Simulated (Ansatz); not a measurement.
Reactions of `[Cl][Al]1[CH2][GaH]1`.

Calculated with Ansatz (gas phase, PBE0-D4/def2-TZVP geometries, no zero-point term in ΔE). CCSD(T)/CBS is the MP2 limit (def2-TZVPP, def2-QZVPP) plus CCSD(T) − MP2 in def2-TZVPP, frozen cores. This one scheme is used for every species, atoms too. No spin–orbit coupling; open shells (•) take unrestricted orbitals. Spin–orbit coupling would lower the free atoms: a little for Al, C, Cl; clearly for Ga. For Ga outer-core shells are correlated without core-valence functions, so the limit isn't a true one: a few kJ/mol of doubt a bond, and 10 to 20 or more in all where bonds break to atoms. Scalar relativity is left out up to krypton. One conformer a species, not always the lowest.

**Question.** Order these by ΔE at CCSD(T)/CBS, lowest first. (Estimate.)
A. `[Cl][Al]1[CH2][GaH]1` + H₂ → `[CH2]1[AlH][GaH]1` + HCl
B. `[Cl][Al]1[CH2][GaH]1` + H–F → `[F][Al]1[CH2][GaH]1` + HCl
C. `[Cl][Al]1[CH2][GaH]1` + H₂O → `[OH][Al]1[CH2][GaH]1` + HCl
D. `[Cl][Al]1[CH2][GaH]1` → Al• + C• + Cl• + Ga• + 3 H•

**Answer.** B (-0.17 eV), C (+0.34 eV), A (+1.58 eV), D (+21.15 eV).

Largest T1 diagnostic: 0.018, for Al•.
